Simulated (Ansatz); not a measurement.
CH4SSi, SMILES `[SiH3][C]S` (lower singlet; Si–C–S–H torsion 180°) (charge 0, multiplicity 1). This singlet lies 0.50 eV below the relaxed triplet at the level frozen-core CCSD(T)/cc-pVTZ // PBE0-D3(BJ)/def2-TZVP (Ansatz, a quantum-chemistry and plane-wave program).

The numbers are results of r2SCAN/cc-pVTZ // PBE0-D3(BJ)/def2-TZVP run with Ansatz, not measurements.

Ansatz 0.2 input:
```yaml
crystal:
  periodic: [false, false, false]
  atoms:
    - { symbol: Si, position_ang: [-0.986282, 0.318648, -0.401762] }
    - { symbol: C, position_ang: [0.508384, -0.787422, -0.434677] }
    - { symbol: S, position_ang: [1.942046, -0.090445, -0.196383] }
    - { symbol: H, position_ang: [-1.863499, -0.222544, 0.668613] }
    - { symbol: H, position_ang: [-1.645058, 0.14358, -1.722153] }
    - { symbol: H, position_ang: [-0.775843, 1.778419, -0.158797] }
    - { symbol: H, position_ang: [2.820243, -1.14024, -0.277025] }
basis:
  gaussian: { orbitals: cc-pVTZ }
hamiltonian:
  xc: r2scan
```

Output:

```
Functional definition: r2SCAN
947 factors; their error is unknown
mean field evaluation 1: about -19803.8820 eV, gradient 5.3e1 eV
mean field evaluation 2: about -19755.7066 eV, gradient 1.2e2 eV
mean field evaluation 4: about -19811.1584 eV, gradient 5.0e0 eV
mean field evaluation 8: about -19811.2371 eV, gradient 2.3e-1 eV
mean field evaluation 16: about -19811.1956 eV, gradient 1.2e-4 eV
mean field -19811.19558057 eV, -728.0480090754 hartree, gradient 1.3e-5 eV, S^2 0.000000; 0 other end points of the search recorded, 0 dependent functions left out
reference -19811.19559179 eV, -728.0480094877 hartree; 20, 20 occupied and 134, 134 virtual orbitals, 947 factors
Total energy: -19811.19559179 eV, -728.0480094877 hartree
```
